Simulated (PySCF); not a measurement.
C5H6, SMILES C#CCC=C.

Geometry optimised at B3LYP-D3(BJ)/def2-SVP. Other conformers were not sampled.

Calculation: B3LYP-D3(BJ)/def2-SVP (PySCF).

No scaling factor is applied to the harmonic values.

Computed normal modes with their intensities:
```tsv
mode	ν (cm⁻¹)	IR (km/mol)	Raman (Å⁴/amu)	depolarisation	moving atoms (share of kinetic energy)
1	86	0.1	9.1	0.75	C 70 %, H 30 %
2	188	0.7	11.0	0.75	C 65 %, H 35 %
3	344	6.3	11.2	0.75	C 72 %, H 28 %
4	408	1.7	3.1	0.51	C 57 %, H 43 %
5	477	7.7	3.6	0.68	C 69 %, H 31 %
6	644	10.9	8.0	0.68	H 55 %, C 45 %
7	689	38.4	2.2	0.74	H 78 %, C 22 %
8	704	34.5	2.8	0.74	H 76 %, C 24 %
9	895	0.9	1.6	0.23	H 63 %, C 37 %
10	922	12.8	7.3	0.27	C 60 %, H 40 %
11	949	29.9	1.9	0.62	H 69 %, C 31 %
12	990	0.6	1.1	0.75	C 65 %, H 35 %
13	1027	10.1	1.6	0.74	H 89 %, C 11 %
14	1120	3.1	1.1	0.23	H 55 %, C 45 %
15	1228	0.2	8.7	0.74	H 81 %, C 19 %
16	1296	8.5	6.4	0.54	H 74 %, C 26 %
17	1317	3.9	24.7	0.40	H 72 %, C 28 %
18	1427	2.7	14.7	0.75	H 87 %, C 13 %
19	1434	6.2	8.5	0.46	H 87 %, C 13 %
20	1724	9.8	18.6	0.14	C 87 %, H 13 %
21	2230	4.0	148.6	0.26	C 91 %, H 9 %
22	3007	11.9	161.7	0.08	H 94 %
23	3064	5.8	83.3	0.60	H 91 %, C 9 %
24	3132	7.0	86.7	0.12	H 95 %
25	3154	6.3	108.4	0.27	H 91 %, C 9 %
26	3229	9.7	86.3	0.63	H 89 %, C 11 %
27	3472	70.3	37.6	0.23	H 86 %, C 14 %
```
